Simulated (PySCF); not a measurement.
PySCF input for Cd(Et) (C₂H₅Cd), SMILES C[CH2][Cd] (connectivity only; charge and spin as stated), neutral, multiplicity 2, IEF-PCM-ωB97X/def2-SVP. Geometry: PBE0-D3(BJ)/def2-TZVP. The multiplicity is an assumed one; other spin states were not compared. The isomer is the one that the SMILES or the coordinates give; other isomers of the formula were not compared. The def2 effective core potentials stand for the cores of Cd; spin–orbit coupling is left out.

```python
import numpy as np
from pyscf import gto, scf, dft
from pyscf.solvent import pcm

mol = gto.M(
    atom='''
    Cd   -0.04266254    0.72525894   -0.00000000
    C     0.70364390   -1.47288323    0.00000000
    C    -0.43576616   -2.45958655    0.00000000
    H     1.32622562   -1.50979600    0.89450378
    H     1.32622563   -1.50979600   -0.89450378
    H    -1.07340980   -2.35228021   -0.88092722
    H    -1.07340981   -2.35228021    0.88092721
    H    -0.06509598   -3.49345785    0.00000000
    ''',
    basis='def2-SVP',
    ecp={'Cd': 'def2-svp'},
    charge=0,
    spin=1,
    max_memory=1600,
    verbose=3,
)
mf = dft.UKS(mol, xc='wb97x').density_fit(auxbasis='def2-universal-jkfit')
mf.grids.level = 3
mf.conv_tol = 1e-9
mf.max_cycle = 100
mf.kernel()
fine, coarse = mf.grids, dft.Grids(mol).set(level=1).build(with_non0tab=True)
for _ in range(3):  # follow internal instabilities
    mf.grids = coarse
    mo, _, stable, _ = mf.stability(return_status=True, nroots=4)
    mf.grids = fine
    if stable:
        break
    mf.kernel(mf.make_rdm1(mo, mf.mo_occ))
res = {}
for name, eps in {'water': 78.355, 'N,N-dimethylformamide': 37.219, 'methanol': 32.613}.items():
    s = mf.PCM()
    s.with_solvent.method, s.with_solvent.eps, s.with_solvent.lebedev_order = 'IEF-PCM', eps, 29
    s.kernel(mf.make_rdm1())
    res[name] = (s.e_tot, eps, s.dip_moment(), s.mo_energy, s.converged)
    print(f'{name}: electrostatic solvation free energy {(s.e_tot - mf.e_tot) * 627.509474:.3f} kcal/mol')
```

Output:

```

WARN: HOMO -0.56527642655486 >= LUMO -0.565276426554858

converged SCF energy = -246.843181275157  <S^2> = 0.76491099  2S+1 = 2.0148558
<class 'pyscf.df.df_jk.DFUKS'> wavefunction is stable in the internal stability analysis

WARN: PCM is an experimental feature. It is still in testing.
Features and APIs may be changed in the future.

converged SCF energy = -246.845836354805  <S^2> = 0.76476487  2S+1 = 2.0147108
Dipole moment(X, Y, Z, Debye):  0.13622, -0.38666,  0.00000
water: electrostatic solvation free energy -1.666 kcal/mol

WARN: PCM is an experimental feature. It is still in testing.
Features and APIs may be changed in the future.

converged SCF energy = -246.845775227488  <S^2> = 0.76477302  2S+1 = 2.0147189
Dipole moment(X, Y, Z, Debye):  0.13954, -0.39675,  0.00000
N,N-dimethylformamide: electrostatic solvation free energy -1.628 kcal/mol

WARN: PCM is an experimental feature. It is still in testing.
Features and APIs may be changed in the future.

converged SCF energy = -246.845758995855  <S^2> = 0.76477515  2S+1 = 2.014721
Dipole moment(X, Y, Z, Debye):  0.14040, -0.39942,  0.00000
methanol: electrostatic solvation free energy -1.618 kcal/mol
```

Self-consistency was reached.
